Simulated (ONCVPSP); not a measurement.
## Reading a pseudo-wave (H)

Columns: radius, all-electron u(r) and pseudo u(r) of the 1s shell (level -9.28 eV) of hydrogen in the configuration 1s0.75; PBEsol, scalar-relativistic, ONCV scheme, ONCVPSP 4.0.1.

```
r (bohr)  all-electron  pseudo
   0.053        0.1005  0.0831
   0.105        0.1890  0.1629
   0.158        0.2695  0.2410
   0.210        0.3399  0.3135
   0.262        0.4023  0.3808
   0.315        0.4583  0.4437
   0.368        0.5074  0.5002
   0.420        0.5493  0.5491
   0.473        0.5863  0.5920
   0.525        0.6173  0.6270
   0.578        0.6442  0.6558
   0.630        0.6662  0.6775
   0.683        0.6846  0.6941
   0.735        0.6990  0.7060
   0.788        0.7105  0.7147
   0.840        0.7188  0.7209
   0.893        0.7245  0.7253
   0.945        0.7277  0.7279
   0.998        0.7288  0.7288
   1.050        0.7278  0.7278
   1.102        0.7252  0.7252
   1.155        0.7209  0.7208
   1.208        0.7151  0.7151
   1.260        0.7082  0.7082
   1.313        0.7001  0.7001
   1.365        0.6911  0.6911
```

(1) How many radial nodes do the two functions have?

(2) At about which radius was the pseudo-wave matched?

(3) Where does each function peak?

(4) Is the pseudo-wave norm-conserving?

Answers

(1) The all-electron 1s function has n − l − 1 = 0; the pseudo-wave has 0.

(2) 1.05 bohr. The columns agree to 0.0005 from 0.94 bohr on; several derivatives are matched, so the curves merge somewhat inside the radius.

(3) Outermost all-electron maximum near 1.00 bohr, pseudo maximum near 1.00 bohr (to the table’s step).

(4) Yes: the ONCV scheme keeps the norm inside the radius equal to the all-electron one, which fixes the energy derivative of the logarithmic derivative at the level.
